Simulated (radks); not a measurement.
Problem. Numerical settings for neutral scandium, [Ar] 3d1 4s2. Calculated with a radial shooting solver on a logarithmic mesh with Libxc functionals: Dirac Kohn-Sham, PBE, spin-unpolarised, spherical densities, finite nucleus; open shells are shared between the two j in proportion to 2j + 1; Fermi nuclear charge, rms radius 3.5459 fm. The defaults (mesh step 0.008 in ln r, mesh end at 40 bohr or more with all orbitals vanishing there, Anderson mixing 0.5 over 9 steps, residual threshold near 1e-9 with the energy settled to 1e-9 hartree or 1e-11 of itself, here a cap of 75 iterations) give E = -764.0612 hartree and 3d5/2 at -3.222 eV in 14 iterations. Run on one thread of a shared host, so times are rough (Arm Neoverse V1): 0.09 s of CPU time, 0.09 s wall, 14 iterations on 2381 mesh points. One setting is changed at a time: mesh step in ln r 0.003; mesh step in ln r 0.08; mesh step in ln r 0.005; mesh end (bohr) 3; mesh end (bohr) 5; residual threshold 0.01; residual threshold 1e-05; mixing 0.01; linear mixing, mixing 0.8; linear mixing, mixing 1; mixing history 2; iteration cap 2. Which runs fail to converge, and which converge to a wrong energy?

Solution. Not converged within the cap: mesh step in ln r 0.08; linear mixing, mixing 1; iteration cap 2. Settled on a wrong energy, with an occupied level pushed above zero by the early mesh end: mesh end (bohr) 3 (+2.25 hartree); mesh end (bohr) 5 (+0.217 hartree). Apart from these: no run marked as converged misses the energy by more than 1 mhartree.
